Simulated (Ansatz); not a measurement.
Li₇, relaxed as a doublet with UKS PBE/def2-TZVP in Ansatz, starting from the GFN1-xTB geometry. Force threshold 0.02 eV/Å.

The structure comes from a short search, and lower isomers may exist.

Start:

```xyz
7

Li   -0.1679    1.4485    0.1422
Li   -1.0964   -0.1617   -0.4735
Li    0.3524   -1.0617    0.4857
Li   -0.0037    0.6001    0.2892
Li   -0.3619   -0.0055    0.1318
Li    1.3838   -2.0012   -0.6359
Li   -0.1064    1.1816    0.0606
```

Task: Estimate the energy that the relaxation releases and the steps that it takes.

Result: 221.39 eV, in 24 steps; 48 s on 4 threads of Arm Neoverse V1 on a shared host. The force fell under the threshold at step 23, but the optimiser went on. No frequencies were taken in this run, so the end may be a saddle point.

Task: Does the start keep its bonding?

Result: Bonds lost: Li1–Li3, Li2–Li3, Li2–Li4 (atoms count from 1). Bonds formed: Li6–Li7 (atoms count from 1). Metal–metal contacts that move far: Li1–Li7 0.29 to 2.95 Å, Li4–Li7 0.63 to 2.95 Å, Li4–Li5 0.72 to 2.96 Å, Li1–Li4 0.88 to 3.04 Å, Li2–Li5 0.96 to 2.96 Å, Li3–Li5 1.32 to 2.96 Å.

Task: Predict the relaxed structure.

Result: 
Cartesian coordinates in Å:
```
Li -0.969 2.361 -0.401
Li -0.729 0.156 -2.474
Li 1.050 -1.558 1.774
Li 0.132 1.302 2.228
Li -1.308 -0.475 0.356
Li 0.516 -2.263 -1.129
Li 1.307 0.477 -0.354
```
Bond lengths (bridged metal pairs left out): 16 × Li–Li 2.87 to 3.04 Å.
